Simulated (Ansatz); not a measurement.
Basis-set series for C5H10O3, SMILES `C1COCOCCO1`. Total charge 0; spin multiplicity 1. All single points use the PBE0-D4/def2-TZVP geometry.

| functional | basis | functions | energy (Eh) | HOMO (eV) | LUMO (eV) |
| --- | --- | --- | --- | --- | --- |
| PBE0-D4 | def2-SVP | 162 | -421.41178 | -7.09 | 2.03 |
| PBE0-D4 | def2-TZVPP | 388 | -421.88934 | -7.20 | 1.58 |
| ωB97M-V | def2-SVP | 162 | -421.69681 | -9.47 | 3.76 |
| ωB97M-V | def2-TZVPP | 388 | -422.19146 | -9.58 | 3.08 |

(1) Give the rows for def2-QZVPP. (An estimate is asked.)

Answers

(1) The calculation gave: 
```tsv
functional	basis	functions	energy (Eh)	HOMO (eV)	LUMO (eV)
PBE0-D4	def2-QZVPP	756	-421.91233	-7.23	0.98
ωB97M-V	def2-QZVPP	756	-422.21376	-9.62	2.11
```

Positive LUMOs are unbound and depend on the basis.

Program: Ansatz 0.2.0.
